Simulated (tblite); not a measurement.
Parent: `[O:1]=[CH:2]/[CH:3]=[C:4](\[F:5])[SiH3:6]` with O1–C2–C3–C4 180°, C3H5FOSi.

The geometries are computed with GFN2-xTB (gas phase). One conformer each, not checked by frequencies here.

| coordinate of the parent | value |
| --- | --- |
| O1=C2 | 1.205 Å |
| C2–C3 | 1.461 Å |
| C3=C4 | 1.337 Å |
| C4–F5 | 1.350 Å |
| C4–Si6 | 1.904 Å |
| O1–C2–C3 | 124.4° |
| C2–C3–C4 | 124.6° |
| C3–C4–F5 | 118.7° |
| C3–C4–Si6 | 128.1° |
| F5–C4–Si6 | 113.2° |

Problem. How does the shared frame change in `[O:1]=[CH:2]/[CH:3]=[C:4](\[F:5])[SiH2:6][C:7]([F:8])([F:9])[F:10]` with O1–C2–C3–C4 179°, C3–C4–Si6–C7 1°, C4H4F4OSi? Atoms pair as O1 = O1, C2 = C2, C3 = C3, C4 = C4, F5 = F5, Si6 = Si6 (parent first).

Solution. 
| parent | relative | value in the relative | change |
| --- | --- | --- | --- |
| O1=C2 | O1=C2 | 1.202 Å | -0.003 |
| C2–C3 | C2–C3 | 1.470 Å | +0.009 |
| C3=C4 | C3=C4 | 1.338 Å | +0.001 |
| C4–F5 | C4–F5 | 1.351 Å | +0.001 |
| C4–Si6 | C4–Si6 | 1.900 Å | -0.004 |
| O1–C2–C3 | O1–C2–C3 | 123.9° | -0.5 |
| C2–C3–C4 | C2–C3–C4 | 123.8° | -0.8 |
| C3–C4–F5 | C3–C4–F5 | 118.8° | +0.1 |
| C3–C4–Si6 | C3–C4–Si6 | 129.6° | +1.5 |
| F5–C4–Si6 | F5–C4–Si6 | 111.6° | -1.6 |

Of the parent's bonds, C2–C3 changes most (+0.009 Å). Bonds of the relative outside the shared frame: Si6–C7 1.949, C7–F8 1.347, C7–F9 1.347, C7–F10 1.345 Å.

Problem. How does the shared frame change in `[CH3:1][C:2](=[O:3])[SiH2:4]/[C:5]([F:6])=[CH:7]\[CH:8]=[O:9]` with C1–C2–Si4–C5 -167°, C2–Si4–C5–F6 -116°, C5–C7–C8–O9 6°, C5H7FO2Si? Atoms pair as O1 = O9, C2 = C8, C3 = C7, C4 = C5, F5 = F6, Si6 = Si4 (parent first).

Solution. 
| parent | relative | value in the relative | change |
| --- | --- | --- | --- |
| O1=C2 | O9=C8 | 1.225 Å | +0.020 |
| C2–C3 | C8–C7 | 1.431 Å | -0.030 |
| C3=C4 | C7=C5 | 1.345 Å | +0.008 |
| C4–F5 | C5–F6 | 1.332 Å | -0.018 |
| C4–Si6 | C5–Si4 | 1.897 Å | -0.007 |
| O1–C2–C3 | O9–C8–C7 | 121.8° | -2.6 |
| C2–C3–C4 | C8–C7–C5 | 114.2° | -10.4 |
| C3–C4–F5 | C7–C5–F6 | 120.1° | +1.4 |
| C3–C4–Si6 | C7–C5–Si4 | 121.4° | -6.7 |
| F5–C4–Si6 | F6–C5–Si4 | 118.3° | +5.1 |

Of the parent's bonds, C2–C3 changes most (-0.030 Å). Bonds of the relative outside the shared frame: C1–C2 1.499, C2=O3 1.205, C2–Si4 1.940 Å. Point group Cs → C1.

Problem. How does the shared frame change in `[O:1]=[CH:2]/[CH:3]=[C:4](/[F:5])[SiH2:6][O:7][CH:8]=[O:9]` with O1–C2–C3–C4 -5°, C3–C4–Si6–O7 -65°, C4–Si6–O7–C8 10°, Si6–O7–C8–O9 -8°, C4H5FO3Si? Atoms pair as O1 = O1, C2 = C2, C3 = C3, C4 = C4, F5 = F5, Si6 = Si6 (parent first).

Solution. 
| parent | relative | value in the relative | change |
| --- | --- | --- | --- |
| O1=C2 | O1=C2 | 1.215 Å | +0.010 |
| C2–C3 | C2–C3 | 1.443 Å | -0.018 |
| C3=C4 | C3=C4 | 1.339 Å | +0.002 |
| C4–F5 | C4–F5 | 1.335 Å | -0.015 |
| C4–Si6 | C4–Si6 | 1.916 Å | +0.012 |
| O1–C2–C3 | O1–C2–C3 | 122.5° | -1.9 |
| C2–C3–C4 | C2–C3–C4 | 115.3° | -9.3 |
| C3–C4–F5 | C3–C4–F5 | 119.6° | +0.9 |
| C3–C4–Si6 | C3–C4–Si6 | 124.0° | -4.1 |
| F5–C4–Si6 | F5–C4–Si6 | 116.4° | +3.2 |

Of the parent's bonds, C2–C3 changes most (-0.018 Å). Bonds of the relative outside the shared frame: Si6–O7 1.661, O7–C8 1.308, C8=O9 1.194 Å. Point group Cs → C1.

Problem. How does the shared frame change in `[O:1]=[CH:2]/[CH:3]=[C:4](\[F:5])[SiH2:6][CH:7]1[CH2:8][CH2:9]1` with O1–C2–C3–C4 179°, C3–C4–Si6–C7 92°, C4–Si6–C7–C8 -85°, C6H9FOSi? Atoms pair as O1 = O1, C2 = C2, C3 = C3, C4 = C4, F5 = F5, Si6 = Si6 (parent first).

Solution. 
```json
{"parent": "O1=C2", "relative": "O1=C2", "value in the relative": "1.206 Å", "change": "+0.001"}
{"parent": "C2–C3", "relative": "C2–C3", "value in the relative": "1.460 Å", "change": "-0.001"}
{"parent": "C3=C4", "relative": "C3=C4", "value in the relative": "1.337 Å", "change": "0.000"}
{"parent": "C4–F5", "relative": "C4–F5", "value in the relative": "1.350 Å", "change": "0.000"}
{"parent": "C4–Si6", "relative": "C4–Si6", "value in the relative": "1.906 Å", "change": "+0.002"}
{"parent": "O1–C2–C3", "relative": "O1–C2–C3", "value in the relative": "124.5°", "change": "+0.1"}
{"parent": "C2–C3–C4", "relative": "C2–C3–C4", "value in the relative": "124.7°", "change": "+0.1"}
{"parent": "C3–C4–F5", "relative": "C3–C4–F5", "value in the relative": "118.7°", "change": "0.0"}
{"parent": "C3–C4–Si6", "relative": "C3–C4–Si6", "value in the relative": "127.7°", "change": "-0.4"}
{"parent": "F5–C4–Si6", "relative": "F5–C4–Si6", "value in the relative": "113.6°", "change": "+0.4"}
```

No shared bond changes by more than 0.004 Å. Bonds of the relative outside the shared frame: Si6–C7 1.883, C7–C8 1.507, C8–C9 1.490, C7–C9 1.505 Å. Point group Cs → C1.

Problem. How does the shared frame change in `[CH2:1]=[C:2]([CH3:3])[SiH2:4]/[C:5]([F:6])=[CH:7]\[CH:8]=[O:9]` with C1–C2–Si4–C5 7°, C2–Si4–C5–F6 -116°, C5–C7–C8–O9 -179°, C6H9FOSi? Atoms pair as O1 = O9, C2 = C8, C3 = C7, C4 = C5, F5 = F6, Si6 = Si4 (parent first).

Solution. 
```json
{"parent": "O1=C2", "relative": "O9=C8", "value in the relative": "1.204 Å", "change": "-0.001"}
{"parent": "C2–C3", "relative": "C8–C7", "value in the relative": "1.452 Å", "change": "-0.009"}
{"parent": "C3=C4", "relative": "C7=C5", "value in the relative": "1.337 Å", "change": "0.000"}
{"parent": "C4–F5", "relative": "C5–F6", "value in the relative": "1.348 Å", "change": "-0.002"}
{"parent": "C4–Si6", "relative": "C5–Si4", "value in the relative": "1.908 Å", "change": "+0.004"}
{"parent": "O1–C2–C3", "relative": "O9–C8–C7", "value in the relative": "125.4°", "change": "+1.0"}
{"parent": "C2–C3–C4", "relative": "C8–C7–C5", "value in the relative": "121.6°", "change": "-3.0"}
{"parent": "C3–C4–F5", "relative": "C7–C5–F6", "value in the relative": "117.3°", "change": "-1.4"}
{"parent": "C3–C4–Si6", "relative": "C7–C5–Si4", "value in the relative": "129.8°", "change": "+1.7"}
{"parent": "F5–C4–Si6", "relative": "F6–C5–Si4", "value in the relative": "113.0°", "change": "-0.2"}
```

Of the parent's bonds, C2–C3 changes most (-0.009 Å). Bonds of the relative outside the shared frame: C1=C2 1.328, C2–C3 1.499, C2–Si4 1.889 Å. Point group Cs → C1.
